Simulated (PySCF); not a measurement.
SMILES [Cl][Be][SeH] (HBeClSe) (CAM-B3LYP/def2-SVP optimised geometry):

```
4

Be    -0.116     0.720     0.000
Cl    -1.923     0.751    -0.001
Se     1.904     0.720     0.000
H      1.923    -0.751    -0.008
```

Level of theory: PySCF with CAM-B3LYP/def2-TZVP.

**Question.** What are the frontier orbital energies and the dipole moment?

**Answer.** HOMO-2 -11.08 eV, HOMO-1 -10.51 eV, HOMO -8.74 eV, LUMO 0.01 eV, LUMO+1 0.34 eV; dipole moment 0.64 D.

Meta-Löwdin charges at CAM-B3LYP/def2-TZVP: Be1 1.23, Cl2 -0.67, Se3 -0.63, H4 0.08.
